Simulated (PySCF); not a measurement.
C4H9FSi, SMILES F[C@]1([SiH3])[C@@H](C)C1.

The structure is a stationary point at PBE-D3(BJ)/def2-SVP. The structure was generated by enumeration; whether it is a known compound was not checked.

The numbers are results of PBE-D3(BJ)/def2-SVP (PySCF), not measurements.

Frequencies are harmonic and unscaled.

```json
[
 {"mode": "1", "ν (cm⁻¹)": "112", "IR (km/mol)": "0.0", "moving atoms (share of kinetic energy)": "H 74 %, C 15 %, Si 9 %"},
 {"mode": "2", "ν (cm⁻¹)": "148", "IR (km/mol)": "0.1", "moving atoms (share of kinetic energy)": "H 58 %, C 27 %, Si 10 %"},
 {"mode": "3", "ν (cm⁻¹)": "188", "IR (km/mol)": "0.2", "moving atoms (share of kinetic energy)": "H 36 %, C 31 %, Si 18 %, F 15 %"},
 {"mode": "4", "ν (cm⁻¹)": "200", "IR (km/mol)": "0.1", "moving atoms (share of kinetic energy)": "H 81 %, C 11 %"},
 {"mode": "5", "ν (cm⁻¹)": "257", "IR (km/mol)": "1.7", "moving atoms (share of kinetic energy)": "F 36 %, C 35 %, H 24 %"},
 {"mode": "6", "ν (cm⁻¹)": "315", "IR (km/mol)": "5.3", "moving atoms (share of kinetic energy)": "C 33 %, F 28 %, H 26 %, Si 13 %"},
 {"mode": "7", "ν (cm⁻¹)": "375", "IR (km/mol)": "4.6", "moving atoms (share of kinetic energy)": "C 44 %, H 31 %, F 14 %, Si 11 %"},
 {"mode": "8", "ν (cm⁻¹)": "436", "IR (km/mol)": "2.1", "moving atoms (share of kinetic energy)": "C 47 %, H 41 %, F 11 %"},
 {"mode": "9", "ν (cm⁻¹)": "528", "IR (km/mol)": "1.7", "moving atoms (share of kinetic energy)": "C 34 %, Si 25 %, F 20 %, H 20 %"},
 {"mode": "10", "ν (cm⁻¹)": "614", "IR (km/mol)": "30.7", "moving atoms (share of kinetic energy)": "H 78 %, Si 13 %"},
 {"mode": "11", "ν (cm⁻¹)": "638", "IR (km/mol)": "35.3", "moving atoms (share of kinetic energy)": "H 71 %, C 17 %, Si 10 %"},
 {"mode": "12", "ν (cm⁻¹)": "789", "IR (km/mol)": "3.1", "moving atoms (share of kinetic energy)": "H 56 %, C 43 %"},
 {"mode": "13", "ν (cm⁻¹)": "825", "IR (km/mol)": "21.4", "moving atoms (share of kinetic energy)": "H 54 %, C 34 %, F 11 %"},
 {"mode": "14", "ν (cm⁻¹)": "871", "IR (km/mol)": "39.3", "moving atoms (share of kinetic energy)": "H 63 %, C 27 %, F 10 %"},
 {"mode": "15", "ν (cm⁻¹)": "882", "IR (km/mol)": "170.4", "moving atoms (share of kinetic energy)": "H 88 %"},
 {"mode": "16", "ν (cm⁻¹)": "900", "IR (km/mol)": "21.6", "moving atoms (share of kinetic energy)": "H 68 %, C 28 %"},
 {"mode": "17", "ν (cm⁻¹)": "913", "IR (km/mol)": "34.4", "moving atoms (share of kinetic energy)": "H 95 %"},
 {"mode": "18", "ν (cm⁻¹)": "917", "IR (km/mol)": "18.7", "moving atoms (share of kinetic energy)": "H 68 %, C 31 %"},
 {"mode": "19", "ν (cm⁻¹)": "971", "IR (km/mol)": "9.1", "moving atoms (share of kinetic energy)": "H 62 %, C 35 %"},
 {"mode": "20", "ν (cm⁻¹)": "994", "IR (km/mol)": "11.7", "moving atoms (share of kinetic energy)": "H 76 %, C 24 %"},
 {"mode": "21", "ν (cm⁻¹)": "1064", "IR (km/mol)": "7.8", "moving atoms (share of kinetic energy)": "C 56 %, H 40 %"},
 {"mode": "22", "ν (cm⁻¹)": "1072", "IR (km/mol)": "3.9", "moving atoms (share of kinetic energy)": "C 52 %, H 47 %"},
 {"mode": "23", "ν (cm⁻¹)": "1138", "IR (km/mol)": "19.9", "moving atoms (share of kinetic energy)": "C 53 %, H 42 %"},
 {"mode": "24", "ν (cm⁻¹)": "1163", "IR (km/mol)": "26.3", "moving atoms (share of kinetic energy)": "C 52 %, H 42 %"},
 {"mode": "25", "ν (cm⁻¹)": "1236", "IR (km/mol)": "0.9", "moving atoms (share of kinetic energy)": "H 51 %, C 47 %"},
 {"mode": "26", "ν (cm⁻¹)": "1329", "IR (km/mol)": "2.4", "moving atoms (share of kinetic energy)": "H 79 %, C 21 %"},
 {"mode": "27", "ν (cm⁻¹)": "1360", "IR (km/mol)": "1.5", "moving atoms (share of kinetic energy)": "H 71 %, C 29 %"},
 {"mode": "28", "ν (cm⁻¹)": "1406", "IR (km/mol)": "12.3", "moving atoms (share of kinetic energy)": "H 75 %, C 25 %"},
 {"mode": "29", "ν (cm⁻¹)": "1414", "IR (km/mol)": "6.4", "moving atoms (share of kinetic energy)": "H 96 %"},
 {"mode": "30", "ν (cm⁻¹)": "1433", "IR (km/mol)": "2.6", "moving atoms (share of kinetic energy)": "H 61 %, C 39 %"},
 {"mode": "31", "ν (cm⁻¹)": "2165", "IR (km/mol)": "54.6", "moving atoms (share of kinetic energy)": "H 98 %"},
 {"mode": "32", "ν (cm⁻¹)": "2176", "IR (km/mol)": "102.9", "moving atoms (share of kinetic energy)": "H 96 %"},
 {"mode": "33", "ν (cm⁻¹)": "2182", "IR (km/mol)": "98.3", "moving atoms (share of kinetic energy)": "H 96 %"},
 {"mode": "34", "ν (cm⁻¹)": "2968", "IR (km/mol)": "24.3", "moving atoms (share of kinetic energy)": "H 97 %"},
 {"mode": "35", "ν (cm⁻¹)": "3051", "IR (km/mol)": "14.9", "moving atoms (share of kinetic energy)": "H 91 %, C 9 %"},
 {"mode": "36", "ν (cm⁻¹)": "3055", "IR (km/mol)": "2.9", "moving atoms (share of kinetic energy)": "H 95 %"},
 {"mode": "37", "ν (cm⁻¹)": "3059", "IR (km/mol)": "8.8", "moving atoms (share of kinetic energy)": "H 91 %, C 9 %"},
 {"mode": "38", "ν (cm⁻¹)": "3078", "IR (km/mol)": "8.9", "moving atoms (share of kinetic energy)": "H 92 %, C 8 %"},
 {"mode": "39", "ν (cm⁻¹)": "3156", "IR (km/mol)": "1.3", "moving atoms (share of kinetic energy)": "H 89 %, C 11 %"}
]
```
